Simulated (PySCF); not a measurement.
How methods differ on the interval between two levels of Sn⁺

Sn⁺ [Kr] 4d10 5s2 5p1 [2P3/2, M_J = 3/2] → Sn⁺ [Kr] 4d10 5s1 5p2 [4P5/2, M_J = 5/2], as a difference of total energies. Computed with PySCF 2.14 in x2c-TZVPall-2c (8s9p5d2f, 74 functions), with the two-component X2C-1e Hamiltonian. Correlated levels: [Ar] 3d10 frozen; the 6 highest virtual spinors dropped. "Screened" scales the spin-orbit matrix elements by Boettger's factors to mimic the two-electron term; Breit and QED terms are absent.

```tsv
method	interval between two levels (cm⁻¹)	error (cm⁻¹)
GHF (spin-free)	34218	-12261
GMP2 (spin-free)	46310	-169
GHF (screened spin-orbit)	34097	-12382
GMP2 (screened spin-orbit)	46143	-335
```

Reference: 46479 cm⁻¹ (measured; NIST Handbook of Basic Atomic Spectroscopic Data (Sansonetti and Martin, J. Phys. Chem. Ref. Data 34, 1559 (2005))).

The spin-free rows relax to the high-spin LS determinant and lack the spin-orbit shift.

Errors of the correlated levels include the incompleteness of this basis and the frozen core.

The labels give the starting determinants; with spin-orbit coupling the two ends relaxed to ⟨J²⟩ = 3.76, ⟨L²⟩ = 2.03, ⟨S²⟩ = 0.77 and ⟨J²⟩ = 8.76, ⟨L²⟩ = 2.05, ⟨S²⟩ = 3.75.
